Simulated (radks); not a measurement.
Problem. The palladium ion Pd32+, 14 electrons, occupied as [Ne] 3s2 3p2. Calculated with a radial shooting solver on a logarithmic mesh with Libxc functionals: non-relativistic Kohn-Sham, LB94 model potential, spin-polarised, spherical densities, point nucleus; open shells are filled with parallel spins first (spin-orbit coupling, left out, can overturn this in heavy ions); relativity is left out, which matters for an element this heavy. Some entries of the table are withheld. Estimate them.

orbital  occ.  eigenvalue (eV)  r(max) (bohr)
1s down     1        -25314.63        0.02190
1s up       1        -25314.36        0.02190
2s up       1        -5075.518         0.1210
2s down     1        -5075.347         0.1211
2p up       3              (1)        0.09477
2p down     3              (2)        0.09485
3s up       1        -1992.276         0.3256
3s down     1        -1982.943         0.3249
3p up       2        -1915.098         0.3081
3p down     0        -1907.354         0.3070

Solution. 
(1) 2p up eigenvalue (eV): -4857.941
(2) 2p down eigenvalue (eV): -4855.429
